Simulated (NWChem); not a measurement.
A series in which one site is exchanged, each optimised at PBE0/def2-SVP with NWChem, gas phase unless a solvent is named. All stand in one matching conformer (torsions within 35°), which need not be the lowest. 

A: CB(O)F (CH$_{4}$BFO; site = B)
B: [F][Ga]([CH3])[OH] (CH₄FGaO; site = Ga)
C: [CH3][Al]([OH])[F] (CH$_{4}$AlFO; site = Al)

Values for A:

dipole (D), PBE0/def2-SVP: 0.56
static polarisability, CAM-B3LYP/def2-SVPD (bohr³): 31.9
lowest singlet excitation, CAM-B3LYP/def2-SVPD, TDA (eV): 9.03

Problem. How do these values change for the other members?

Solution. 
```json
[
 {"change from A": "dipole (D), PBE0/def2-SVP", "B": "+0.85", "C": "+0.12"},
 {"change from A": "static polarisability, CAM-B3LYP/def2-SVPD (bohr³)", "B": "+10.7", "C": "+8.0"},
 {"change from A": "lowest singlet excitation, CAM-B3LYP/def2-SVPD, TDA (eV)", "B": "-1.90", "C": "-1.48"}
]
```
